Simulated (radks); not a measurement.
Numerical settings for the lanthanum ion La2+, [Xe] 5d1. Calculated with a radial shooting solver on a logarithmic mesh with Libxc functionals: scalar-relativistic Kohn-Sham, LDA (Slater exchange, Perdew-Wang correlation), spin-polarised, spherical densities, point nucleus; open shells are filled with parallel spins first (spin-orbit coupling, left out, can overturn this in heavy ions). The defaults (mesh step 0.008 in ln r, mesh end at 40 bohr or more with all orbitals vanishing there, Anderson mixing 0.5 over 9 steps, residual threshold near 1e-9 with the energy settled to 1e-9 hartree or 1e-11 of itself, here a cap of 61 iterations) give E = -8486.2419 hartree and 5d at -15.125 eV in 14 iterations. Run on one thread of a shared host, so times are rough (Arm Neoverse V1): 0.25 s of CPU time, 0.25 s wall, 14 iterations on 2541 mesh points. Changes against that run (0 stands for a change within the tolerance of the run):

| setting | iterations | converged | E (mhartree) | e(5d) (meV) | CPU (s) |
|---|---|---|---|---|---|
| mesh step in ln r 0.005 | 14 | yes | 0 | 0 | 0.39 |
| mesh step in ln r 0.003 | 14 | yes | 0 | 0 | 0.64 |
| mesh step in ln r 0.03 | 14 | yes | +0.00334 | 0 | 0.08 |
| mesh end (bohr) 20 | 14 | yes | 0 | 0 | 0.25 |
| mesh end (bohr) 3 | 13 | level above zero | +1.35e+03 | +1.74e+04 | 0.19 |
| residual threshold 1e-16 | 61 | no | 0 | 0 | 0.5 |
| residual threshold 0.01 | 9 | yes | -0.000535 | -0.101 | 0.19 |
| mixing 0.2 | 16 | yes | 0 | 0 | 0.29 |
| linear mixing, mixing 0.8 | 29 | yes | 0 | 0 | 0.47 |
| linear mixing, mixing 1 | 61 | no | -0.00405 | -0.442 | 1.1 |
| mixing history 20 | 17 | yes | 0 | 0 | 0.29 |
| iteration cap 8 | 8 | no | -0.000535 | -0.101 | 0.16 |

Settled on a wrong energy, with an occupied level pushed above zero by the early mesh end: mesh end (bohr) 3 (+1.35 hartree). Apart from these: no run marked as converged misses the energy by more than 1 mhartree. A mesh that ends early acts as a hard wall.
